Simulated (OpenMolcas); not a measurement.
Br4+: input and output

Input:

```
&GATEWAY
Coord
1

Br 0.0 0.0 0.0
Basis=ANO-RCC-VTZP
Group=XYZ
NoMove
AngMom=0.0 0.0 0.0
AMFI
&SEWARD
* reference wave functions (RASSCF and RASSI steps not shown): 3 electrons in 9 orbitals (RAS2 4s 4p; RAS3 4d, at most 2 electrons)
>>> COPY JOB001 $Project.JobIph
&CASPT2
Multistate=1 1
Frozen=3 6
IPEA=0.25
Imaginary=0.1
MaxIter=60
WThr=0.0 0.3 0.05
PrWF=0.5
NoMix
>>> COPY JOB002 $Project.JobIph
&CASPT2
Multistate=11 1 2 3 4 5 6 7 8 9 10 11
Frozen=3 6
IPEA=0.25
Imaginary=0.1
MaxIter=60
WThr=0.0 0.3 0.05
PrWF=0.5
NoMix
>>> COPY JOB003 $Project.JobIph
&CASPT2
Multistate=3 1 2 3
Frozen=3 6
IPEA=0.25
Imaginary=0.1
MaxIter=60
WThr=0.0 0.3 0.05
PrWF=0.5
NoMix
...
```

Output, cut to the results:

```
--- CASPT2 ---
Orbital specifications:
      -----------------------

      Symmetry species                           1   2
                                                ag  au
      Frozen orbitals                            3   6
      Inactive orbitals                          5   0
      Active orbitals                            6   3
      Secondary orbitals                         7  13
      Deleted orbitals                           0   0
      Number of basis functions                 21  22
Type of calculation                        SS-CASPT2
      Fock operator                              state-specific
      IPEA shift                                 0.25
      Real shift                                 0.00
      Imaginary shift                            0.10
      The input orbitals will be transformed to quasi-canonical
Reference energy:       -2599.1599193431
      E2 (Non-variational):      -0.0404118655
      Shift correction:          -0.0000102442
      E2 (Variational):          -0.0404221097
      Total energy:           -2599.2003414528
      Residual norm:              0.0000000837
      Reference weight:           0.99418
      Contributions to the CASPT2 correlation energy
      Active & Virtual Only:         -0.0027538226
      One Inactive Excited:          -0.0143620723
      Two Inactive Excited:          -0.0232959705
::    CASPT2 Root  1     Total energy:  -2599.20034145
--- CASPT2 ---
Orbital specifications:
      -----------------------

      Symmetry species                           1   2
                                                ag  au
      Frozen orbitals                            3   6
      Inactive orbitals                          5   0
      Active orbitals                            6   3
      Secondary orbitals                         7  13
      Deleted orbitals                           0   0
      Number of basis functions                 21  22
Type of calculation                        MS-CASPT2
      Fock operator                              state-specific
      IPEA shift                                 0.25
      Real shift                                 0.00
      Imaginary shift                            0.10
      The input orbitals will be transformed to quasi-canonical
Reference energy:       -2600.2438080731
      E2 (Non-variational):      -0.0474951172
      Shift correction:          -0.0000146283
      E2 (Variational):          -0.0475097455
      Total energy:           -2600.2913178186
      Residual norm:              0.0000009393
      Reference weight:           0.99268
      Contributions to the CASPT2 correlation energy
      Active & Virtual Only:         -0.0096550129
      One Inactive Excited:          -0.0140706368
      Two Inactive Excited:          -0.0237694676
Reference energy:       -2600.2438080731
      E2 (Non-variational):      -0.0474950833
      Shift correction:          -0.0000146282
      E2 (Variational):          -0.0475097115
      Total energy:           -2600.2913177846
      Residual norm:              0.0000009393
      Reference weight:           0.99268
      Contributions to the CASPT2 correlation energy
      Active & Virtual Only:         -0.0096549790
      One Inactive Excited:          -0.0140706368
      Two Inactive Excited:          -0.0237694676
::    CASPT2 Root  1     Total energy:  -2600.29131782
::    CASPT2 Root  2     Total energy:  -2600.29131778
::    CASPT2 Root  3     Total energy:  -2600.29133928
::    CASPT2 Root  4     Total energy:  -2599.22509802
::    CASPT2 Root  5     Total energy:  -2599.22510400
::    CASPT2 Root  6     Total energy:  -2599.22510400
::    CASPT2 Root  7     Total energy:  -2599.22510396
::    CASPT2 Root  8     Total energy:  -2599.22510405
::    CASPT2 Root  9     Total energy:  -2599.10531089
::    CASPT2 Root 10     Total energy:  -2599.10530873
::    CASPT2 Root 11     Total energy:  -2599.10539342
::    MS-CASPT2 Root  1     Total energy:  -2600.29140315
::    MS-CASPT2 Root  2     Total energy:  -2600.29138130
::    MS-CASPT2 Root  3     Total energy:  -2600.29138125
::    MS-CASPT2 Root  4     Total energy:  -2599.22510569
::    MS-CASPT2 Root  5     Total energy:  -2599.22510439
::    MS-CASPT2 Root  6     Total energy:  -2599.22510391
::    MS-CASPT2 Root  7     Total energy:  -2599.22510248
::    MS-CASPT2 Root  8     Total energy:  -2599.22509756
::    MS-CASPT2 Root  9     Total energy:  -2599.10532954
::    MS-CASPT2 Root 10     Total energy:  -2599.10524740
::    MS-CASPT2 Root 11     Total energy:  -2599.10524527
--- CASPT2 ---
Orbital specifications:
      -----------------------

      Symmetry species                           1   2
                                                ag  au
      Frozen orbitals                            3   6
      Inactive orbitals                          5   0
      Active orbitals                            6   3
      Secondary orbitals                         7  13
      Deleted orbitals                           0   0
      Number of basis functions                 21  22
Type of calculation                        MS-CASPT2
      Fock operator                              state-specific
      IPEA shift                                 0.25
      Real shift                                 0.00
      Imaginary shift                            0.10
      The input orbitals will be transformed to quasi-canonical
Reference energy:       -2599.8422539585
      E2 (Non-variational):      -0.0391481110
      Shift correction:          -0.0000086031
      E2 (Variational):          -0.0391567141
      Total energy:           -2599.8814106726
      Residual norm:              0.0000008289
      Reference weight:           0.99472
      Contributions to the CASPT2 correlation energy
      Active & Virtual Only:         -0.0027773641
      One Inactive Excited:          -0.0124793608
      Two Inactive Excited:          -0.0238913860
Reference energy:       -2599.8422539585
...
```

Levels above the lowest, from the spin-orbit matrix with the single-state CASPT2 energies, averaged by term, on its diagonal:

```json
{"Configuration": "4s2 4p", "Term": "2P*", "J": "1/2", "E (cm-1)": "0.0", "Measured (cm-1)": "0.0", "g": "0.666", "Term weight %": "100", "Second": ""}
{"Configuration": "4s2 4p", "Term": "2P*", "J": "3/2", "E (cm-1)": "5520", "Measured (cm-1)": "6090", "g": "1.334", "Term weight %": "100", "Second": ""}
{"Configuration": "4s 4p2", "Term": "4P", "J": "1/2", "E (cm-1)": "90100", "Measured (cm-1)": "", "g": "2.667", "Term weight %": "99", "Second": ""}
{"Configuration": "4s 4p2", "Term": "4P", "J": "3/2", "E (cm-1)": "92300", "Measured (cm-1)": "", "g": "1.734", "Term weight %": "100", "Second": ""}
{"Configuration": "4s 4p2", "Term": "4P", "J": "5/2", "E (cm-1)": "95330", "Measured (cm-1)": "", "g": "1.598", "Term weight %": "99", "Second": ""}
{"Configuration": "4s 4p2", "Term": "2D", "J": "3/2", "E (cm-1)": "121090", "Measured (cm-1)": "122941", "g": "0.802", "Term weight %": "100", "Second": ""}
{"Configuration": "4s 4p2", "Term": "2D", "J": "5/2", "E (cm-1)": "121550", "Measured (cm-1)": "123628", "g": "1.204", "Term weight %": "99", "Second": ""}
{"Configuration": "4s 4p2", "Term": "2S", "J": "1/2", "E (cm-1)": "150250", "Measured (cm-1)": "", "g": "1.897", "Term weight %": "91", "Second": "8 2P"}
{"Configuration": "4s 4p2", "Term": "2P", "J": "1/2", "E (cm-1)": "160780", "Measured (cm-1)": "158158", "g": "0.776", "Term weight %": "92", "Second": "8 2S"}
{"Configuration": "4s 4p2", "Term": "2P", "J": "3/2", "E (cm-1)": "163710", "Measured (cm-1)": "161011", "g": "1.333", "Term weight %": "100", "Second": ""}
```

Against the 5 measured excited levels shown (Moore, Atomic Energy Levels, vol. II, NSRDS-NBS 35 (1971 reprint of NBS Circular 467, 1952)) the mean absolute deviation is 2000 cm-1; the largest miss in energy is 4s 4p2 2P 3/2: computed 163710, measured 161011 cm-1 (+1.7 %), and the largest in proportion 4s2 4p 2P* 3/2 (-9.3 %).

Active for correlation alone: 4d; no level in the range computed is led by a configuration that fills it, so any true level of that kind is missing. Measured partners are found by configuration, term and J. A level has none where our copy of the source lacks it or the pairing is in doubt (some pairs that miss far off the trend of their configuration count as doubtful), and it then counts in no deviation. Levels of configurations outside the active space are missing. The first state left out of the spin-orbit step lies near 220000 cm-1 above the lowest spin-free state of the reference (among the parities and spins computed), and the list stops at four fifths of that energy or lower.

The term weight is that of the spin-free term in the level, not the purity of its configuration. * marks odd parity.
